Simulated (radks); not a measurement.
Question: Species: the krypton ion Kr18+. Configuration: [Ar] (the NIST ground configuration). Calculated with a radial shooting solver on a logarithmic mesh with Libxc functionals: scalar-relativistic Kohn-Sham, LDA (Slater exchange, Perdew-Wang correlation), spin-polarised, spherical densities, finite nucleus; Fermi nuclear charge, rms radius 4.1884 fm. Some entries of the table are withheld. Estimate them.

| orbital | occ. | eigenvalue (hartree) | <r^2> (bohr^2) | r(max) (bohr) |
|---|---|---|---|---|
| 1s | 2 | (1) | 0.002325 | 0.02712 |
| 2s | 2 | -93.51748 | 0.03921 | (2) |
| 2p | 6 | (3) | 0.03089 | 0.1233 |
| 3s | 2 | -30.64156 | 0.2545 | 0.4378 |
| 3p | 6 | -28.14947 | 0.2493 | 0.4256 |

Answer: 
(1) 1s eigenvalue (hartree): -544.5503
(2) 2s r(max) (bohr): 0.1542
(3) 2p eigenvalue (hartree): -85.74444
